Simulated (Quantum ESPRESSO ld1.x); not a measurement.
Results of a calculation; reference values are marked as such.
Species: Re3+. Configuration: [Xe] 4f14 5d4 (the NIST ground configuration). Level of theory: scalar-relativistic Kohn-Sham, LDA (Slater exchange, VWN5 correlation), spin-polarised, spherical densities, point nucleus; open shells are filled with parallel spins first (ld1.x of Quantum ESPRESSO 7.5).

Unscreened Slater integrals over Kohn-Sham orbitals (cm^-1). They are taken over the spin-up orbitals. Empty in this configuration: 5f, 6d, 6p, 6s.

integral,value
"F0(5f,5f)",49676
"F2(5f,5f)",26055
"F4(5f,5f)",17001
"F6(5f,5f)",12439
"F0(5f,6d)",47475
"F2(5f,6d)",24296
"F4(5f,6d)",15886
"G1(5f,6d)",26057
"G3(5f,6d)",17622
"G5(5f,6d)",12865
"F0(5f,6p)",56103
"F2(5f,6p)",28628
"G2(5f,6p)",25816
"G4(5f,6p)",17678
"F0(5f,6s)",59144
"G3(5f,6s)",18561
"F0(6d,6d)",46051
"F2(6d,6d)",24585
"F4(6d,6d)",16794
"F0(6d,6p)",52698
"F2(6d,6p)",24324
"G1(6d,6p)",22427
"G3(6d,6p)",14668
"F0(6d,6s)",54880
"G2(6d,6s)",9784.7
"F0(6p,6p)",66226
"F2(6p,6p)",36374
"F0(6p,6s)",71646
"G1(6p,6s)",45098
"F0(6s,6s)",79529
